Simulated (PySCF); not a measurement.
C3H3ClF2. Atoms are numbered in the order given.

```xyz
9

C     -0.3774    -2.2586     0.0000
C      0.2472    -0.9093     0.0000
F      1.5884    -0.9021     0.0000
C     -0.4040     0.2608     0.0000
F     -1.7367     0.3078     0.0000
Cl     0.3604     1.8016     0.0000
H     -0.0577    -2.8271    -0.8894
H     -0.0577    -2.8271     0.8894
H     -1.4718    -2.1819     0.0000
```
Charge 0, spin multiplicity 1.

The structure is a stationary point at B3LYP-D3(BJ)/def2-SVP.

The numbers are results of B3LYP-D3(BJ)/def2-SVP run with PySCF 2.14.0, not measurements.

Frequencies are harmonic and unscaled.

```csv
mode,ν (cm⁻¹),IR (km/mol),moving atoms (share of kinetic energy)
1,151,2.5,"F 37 %, C 30 %, H 17 %, Cl 16 %"
2,172,0.1,H 97 %
3,196,2.3,"F 44 %, Cl 31 %, C 18 %"
4,329,1.5,"F 45 %, C 27 %, H 18 %, Cl 10 %"
5,365,0.1,"C 65 %, F 26 %"
6,423,1.5,"F 49 %, Cl 36 %, C 10 %"
7,509,9.8,"C 45 %, F 36 %, Cl 11 %, H 8 %"
8,546,0.0,"C 86 %, H 10 %"
9,659,13.3,"F 57 %, C 22 %, Cl 13 %"
10,943,29.8,"C 48 %, H 32 %, F 18 %"
11,1047,1.9,"H 66 %, C 34 %"
12,1057,83.5,"C 57 %, H 39 %"
13,1224,233.4,"C 67 %, F 29 %"
14,1306,65.4,"C 66 %, H 21 %, F 13 %"
15,1408,9.4,"H 60 %, C 39 %"
16,1445,8.8,H 97 %
17,1451,2.2,H 95 %
18,1799,2.3,C 96 %
19,3031,15.6,H 97 %
20,3098,6.8,"H 91 %, C 9 %"
21,3163,1.8,"H 91 %, C 9 %"
```
